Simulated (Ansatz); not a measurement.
Basis sets compared for Si19PH30, a doped nanocrystal cut from the lattice of silicon (P on an inner site). Total charge 0; doublet. Geometry PBE-D4/def2-SVP. Ansatz on 4 threads of AMD EPYC 7R13 on a shared host and a share (37 GiB) of an NVIDIA H100 80GB HBM3; times are rough, and most runs start from earlier orbitals.

```xyz
50

P    -0.912   -0.505   -0.514
Si    1.527   -0.795    2.316
Si    0.248    1.923    4.814
Si    1.607    2.761    1.363
Si   -2.205    2.286    1.825
Si    2.603   -3.728    0.056
Si    2.659   -0.127   -1.142
Si    0.178   -3.069   -2.756
Si   -1.196    3.097   -1.788
Si   -0.253    0.326   -4.239
Si    0.269   -0.361    4.263
Si    1.179   -3.063    1.805
Si    1.127    0.625    0.473
Si   -2.492    0.085    1.017
Si   -0.217    3.076    2.820
Si   -2.635    3.679   -0.024
Si   -1.659   -2.548   -1.381
Si    2.231   -2.356   -1.823
Si   -0.269   -1.962   -4.777
Si   -1.485    0.818   -2.290
H     2.982   -0.641    2.702
H     1.605    2.339    5.327
H    -0.781    2.223    5.877
H     2.886    2.833    2.170
H     1.659    3.844    0.316
H    -3.332    2.468    2.821
H     4.025   -3.558    0.535
H     2.396   -5.178   -0.310
H     4.046   -0.190   -0.540
H     2.730    0.801   -2.329
H     0.291   -4.560   -2.969
H     0.251    3.379   -1.499
H    -1.576    3.849   -3.042
H     1.163    0.795   -4.036
H    -0.875    1.170   -5.325
H     0.839   -1.192    5.387
H    -1.154   -0.808    4.044
H     1.451   -3.890    3.040
H    -0.265   -3.281    1.429
H    -2.441   -0.974    2.085
H    -3.839    0.014    0.340
H    -0.494    4.536    3.102
H    -2.482    5.130    0.357
H    -4.039    3.460   -0.532
H    -1.841   -3.492   -0.225
H    -2.945   -2.486   -2.172
H     3.266   -2.708   -2.872
H     0.752   -2.267   -5.846
H    -1.638   -2.339   -5.288
H    -2.947    0.559   -2.566
```

Single mean-field runs in def2-SVP, def2-TZVP are fitted with def2-universal-jkfit.

Binding counts from free atoms (P quartet, Si triplet, H doublet) in the same basis, without a counterpoise term.

```
           level  functions  energy (Eh)  HOMO (eV)  LUMO (eV)  binding per atom (eV)  wall time
 PBE-D4/def2-SVP        510   -5855.1533      -4.02      -3.41                   3.18        6 s
PBE0-D4/def2-SVP        510   -5855.7521      -4.77      -2.69                   3.18        8 s
```

(1) Estimate the rows for PBE-D4/def2-TZVP (with forces), PBE0-D4/def2-TZVP.

Answers

(1) 
```
                         level  functions  energy (Eh)  HOMO (eV)  LUMO (eV)  binding per atom (eV)  wall time
PBE-D4/def2-TZVP (with forces)        920   -5857.1717      -4.09      -3.46                   3.18       14 s
             PBE0-D4/def2-TZVP        920   -5857.7486      -4.79      -2.70                   3.18       25 s
```
